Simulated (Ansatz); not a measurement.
Cost and result for the atomization energy of FH4InOSSi (`[OH][InH][S][SiH2]F`) (9 atoms, 8 bonds).

```xyz
9

O     0.211   -1.849    2.001
In   -1.009   -0.770    0.886
S    -0.162    1.529    0.747
Si    0.515    1.115   -1.185
F     0.223   -0.481   -1.413
H     0.993   -1.351    2.252
H    -2.514   -1.303    0.323
H    -0.231    1.810   -2.257
H     1.974    1.300   -1.355
```

Charge 0, multiplicity 1. Correlated methods include outer-core shells of In, which these sets cover unevenly. In takes the def2 core potential. Geometry: relaxed with PBE0-D4/def2-TZVP. It is one conformer, not always the lowest. Program: Ansatz. All runs use 4 threads of an Arm Neoverse V2 on a shared host. Times are those of one run each, without the atoms' runs, and a repeat can differ threefold. Electronic energies, without spin–orbit coupling; frozen cores. CCSD(T)/CBS adds CCSD(T) − MP2 in def2-TZVPP to the MP2 limit, and its time is that of the two runs behind it. T1 = 0.015. With those shells the extrapolation isn't a true limit.

CCSD(T)/CBS is a level of theory with its own doubt, some kJ/mol a heavy atom from the limit and from the frozen cores, so smaller differences don't rank the functionals.

| level | functions | wall time |
| --- | --- | --- |
| LDA (SPW92)/def2-TZVPP | 252 | 1.6 s |
| BLYP-D4/def2-TZVPP | 252 | 2.8 s |
| BHLYP-D4/def2-TZVPP | 252 | 4.8 s |
| CAM-B3LYP-D4/def2-TZVPP | 252 | 6 s |
| r2SCAN-D4/def2-TZVPP (with forces) | 252 | 6.5 s |
| r2SCANh-D4/def2-TZVPP | 252 | 8 s |
| B2PLYP/def2-TZVPP | 252 | 8.5 s |
| PBE-QIDH/def2-TZVPP | 252 | 8.5 s |
| CCSD(T)/def2-SVP | 110 | 8.5 s |
| ωB97M-V/def2-TZVPP (with forces) | 252 | 16 s |
| MP2/def2-QZVPP | 456 | 28 s |
| CCSD(T)/def2-TZVPP | 252 | 4.9 min |
| CCSD(T)/CBS(def2) | – | 5.3 min |

Problem. What atomization energy does each give, and how far from CCSD(T)/CBS? (Best estimate.)

Solution. Ansatz gave: 
```tsv
level	atomization (kcal/mol)	difference from CCSD(T)/CBS	per bond
LDA (SPW92)/def2-TZVPP	778.2	91.6	11.4
BLYP-D4/def2-TZVPP	668.0	-18.6	-2.3
BHLYP-D4/def2-TZVPP	649.8	-36.8	-4.6
CAM-B3LYP-D4/def2-TZVPP	676.1	-10.5	-1.3
r2SCAN-D4/def2-TZVPP (with forces)	681.2	-5.4	-0.7
r2SCANh-D4/def2-TZVPP	674.7	-11.9	-1.5
B2PLYP/def2-TZVPP	664.9	-21.7	-2.7
PBE-QIDH/def2-TZVPP	668.8	-17.8	-2.2
CCSD(T)/def2-SVP	620.5	-66.1	-8.3
ωB97M-V/def2-TZVPP (with forces)	682.2	-4.4	-0.6
MP2/def2-QZVPP	691.0	4.4	0.6
CCSD(T)/def2-TZVPP	661.2	-25.4	-3.2
CCSD(T)/CBS(def2)	686.6	0.0	0.0
```

From BLYP to BHLYP (50 % exact exchange), in def2-TZVPP and without D4, the atomization energy moves by −14.8 kcal/mol: exact exchange takes away binding that semilocal exchange gives to molecules. At CCSD(T), def2-SVP lies −66.1 kcal/mol from the extrapolated value and def2-TZVPP −25.4 kcal/mol: correlation converges slowly with the basis, and small sets miss more of it in the bonded molecule than in its fragments. In def2-TZVPP, CCSD(T) changes the Hartree–Fock value by +184.5 kcal/mol (the triples alone add +12.6 kcal/mol) and MP2 by +199.0 kcal/mol; breaking electron pairs costs correlation energy, which Hartree–Fock lacks.

Spin–orbit coupling would lower the free In atoms strongly, and the atomization energy with them, by more than many differences here.
